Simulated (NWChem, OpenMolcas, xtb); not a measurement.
The atomisation energy (no zero-point term) down a group: O to Se

One atom is swapped for its congeners: O3 `O=[O+][O-]`; SO2 `O=S=O`; SeO2 (selenium dioxide) `O=[Se]=O`. All are singlets with charge 0.

Shapes, held fixed at every level: PBE0-D4/def2-TZVP. Programs: NWChem 7.3.0, OpenMolcas 26.06, xtb 6.7.1. A level may come from different programs for different species; with the same settings they agree closely. Values in eV.

| level | O3 | SO2 | SeO2 |
| --- | --- | --- | --- |
| GFN0-xTB | 13.61 | 13.39 | 11.42 |
| SVWN5/def2-TZVPP | 10.48 | 14.46 | 12.25 |
| PBE/def2-TZVPP | 7.95 | 12.05 | 10.02 |
| r2SCAN/def2-TZVPP | 6.55 | 11.27 | 9.12 |
| B3LYP/6-31G* (spherical functions) | 6.02 | 9.76 | 8.11 |
| BHLYP/def2-TZVPP | 3.77 | 9.40 | 6.95 |
| PBE0/def2-TZVPP | 6.06 | 10.89 | 8.60 |

At PBE0/def2-TZVPP the atomisation energy isn't monotonic: it is largest for S and smallest for O (10.89 and 6.06 eV). 6 of 7 levels show this order throughout; 6 agree on the largest and the smallest. Relativity is left out for Se unless named. GFN0-xTB strays far from the other rows. xTB rows lack spin polarisation. Spin-orbit coupling, which grows down the group, is left out (summed over each molecule's free atoms 0.03, 0.04, 0.14 eV).
